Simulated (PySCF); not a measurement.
Ionisation energy of Pr(2+) by level of theory

Pr(2+) [Xe] 4f3 (high-spin determinant) → Pr(3+) [Xe] 4f2 (high-spin determinant), as a difference of total energies. Calculation: PySCF 2.14, in x2c-TZVPPall; scalar relativity by spin-free X2C-1e. Correlated levels: valence: [Kr] 4d10 frozen; valence and next inner shell: [Ar] 3d10 frozen. The calculations carry no spin-orbit coupling.

```tsv
method	ionisation energy (eV)
UHF	19.410
LDA	22.813
PBE	22.603
PBE0	22.071
r2SCAN	22.589
MP2 (valence)	20.727
SCS-MP2 (valence)	20.366
MP2 (valence and next inner shell)	20.909
SCS-MP2 (valence and next inner shell)	20.555
```

Problem. How much does correlation contribute at MP2 (valence and next inner shell)?

Solution. 20.909 − (19.410) = 1.499 eV, measured against UHF.

A first-order spin-orbit estimate (lowest level to lowest level, LS coupling) adds 0.015 eV.

Errors of the correlated levels include the incompleteness of this basis and the frozen core.

The determinant of Pr(3+) and of Pr(2+) mixes LS terms, which raises its energy above the lowest term, most at the Hartree-Fock and MP2 levels.

For comparison: 21.624 eV (measured; NIST Atomic Spectra Database, ionization energies).
